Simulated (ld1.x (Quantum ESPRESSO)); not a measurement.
## Which setting gave this result? (arsenic (As), TM)

Base potential:

As (Z = 33), norm-conserving Troullier–Martins (Kleinman–Bylander form), made with ld1.x (Quantum ESPRESSO) 7.5 (PBE, scalar-relativistic). Core [Ar], reference 3d10 4s2 4p3. Waves: 4s (bound): rc 1.45 bohr; 4p (bound): rc 2.20 bohr; 3d (bound): rc 1.10 bohr. Local part: the d channel. Core correction: Bessel-smoothed model core inside 0.90 bohr.

Cutoffs, loose and tight: the cutoffs (Ry, on a coarse ladder) from which the occupation-weighted sum of valence levels, in a spherical-Bessel basis at the reference potential, stays within 10 and 1 mRy of its value at 400 Ry. They do not see the model core or the augmentation charge, which bear on the density cutoff. Test errors are all-electron minus pseudo excitation energies from the reference, over the configurations 3d10 4s2 4p2; 3d10 4s2 4p1; 3d10 4s2 4p0; 3d10 4s2 4p3.3; 3d10 4s1 4p4; 3d10 4s1 4p0; 3d10 4s0 4p5; variants that change the core or the reference have their own tests. The largest error is taken over the tests solved by every variant that gives reliable tests at all, those not shown here included: 3d10 4s0 4p5; 3d10 4s1 4p4; 3d10 4s2 4p1; 3d10 4s2 4p2; 3d10 4s2 4p3.3.

Only the d radius is moved (4 further runs of the sweep failed or gave no value and are left out):

```json
{"d radius (bohr)": "0.94", "cutoff, loose": "300 Ry", "cutoff, tight": "over 300 Ry", "bound ghosts": "s, p", "largest test error (meV)": "+2.6"}
{"d radius (bohr)": "1.02", "cutoff, loose": "260 Ry", "cutoff, tight": "over 300 Ry", "bound ghosts": "s, p", "largest test error (meV)": "+2.0"}
{"d radius (bohr)": "1.12", "cutoff, loose": "230 Ry", "cutoff, tight": "over 300 Ry", "bound ghosts": "s, p", "largest test error (meV)": "+1.4"}
{"d radius (bohr)": "1.36", "cutoff, loose": "180 Ry", "cutoff, tight": "300 Ry", "bound ghosts": "s, p", "largest test error (meV)": "-4.4"}
{"d radius (bohr)": "1.64", "cutoff, loose": "140 Ry", "cutoff, tight": "230 Ry", "bound ghosts": "s", "largest test error (meV)": "-10"}
```

Q: One more run gave cutoff, loose: 200 Ry; cutoff, tight: over 300 Ry; bound ghosts: s, p; largest test error (meV): -1.5. Which value of the d radius was used?

A: 1.22 bohr. The loose cutoff moves one way along this sweep, from 300 Ry at 0.94 to 140 Ry at 1.64 bohr, which places the run between 1.12 and 1.36 bohr.
